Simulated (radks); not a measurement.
Results of a calculation; reference values are marked as such.
These are the eigenvalues of the occupied orbitals of an atom or ion with whole-number occupations (eV). Level of theory: scalar-relativistic Kohn-Sham, PBEsol, spin-polarised, spherical densities, finite nucleus; Fermi nuclear charge, rms radius of each element as measured or else 0.836 A^(1/3) + 0.57 fm (a radial shooting solver on a logarithmic mesh with Libxc functionals).

| orbital | eigenvalue |
|---|---|
| 1s up | -51830.02 |
| 1s down | -51830.02 |
| 2s up | -8592.031 |
| 2s down | -8591.979 |
| 2p up | -7636.580 |
| 2p down | -7636.543 |
| 3s up | -1905.939 |
| 3s down | -1904.052 |
| 3p up | -1611.209 |
| 3p down | -1609.331 |
| 3d up | -1226.534 |
| 3d down | -1225.088 |
| 4s up | -378.7117 |
| 4s down | -374.5052 |
| 4p up | -281.6481 |
| 4p down | -277.4788 |
| 4d up | -148.3888 |
| 4d down | -144.2699 |
| 5s up | -48.4363 |
| 5s down | -46.2658 |
| 5p up | -25.5430 |
| 5p down | -23.9679 |
| 4f up | -4.4933 |
| 6s up | -3.7965 |
| 6s down | -3.6494 |
| 4f down | -0.9553 |

Which element is it, and in what charge state? The configuration may be excited. Open shells, if any, are filled with parallel spins first.

Answer. Z = 65, terbium, charge 0: Tb in [Xe] 4f9 6s2. The list shows which subshells hold electrons but not how many an open one holds; the 1s level, -1904.7 hartree, gives Z - s = 61.7 by -(Z - s)^2/2, which with screening and relativity narrows Z to a few neighbours, and the depths of the outer levels then fix element, charge and occupations together.
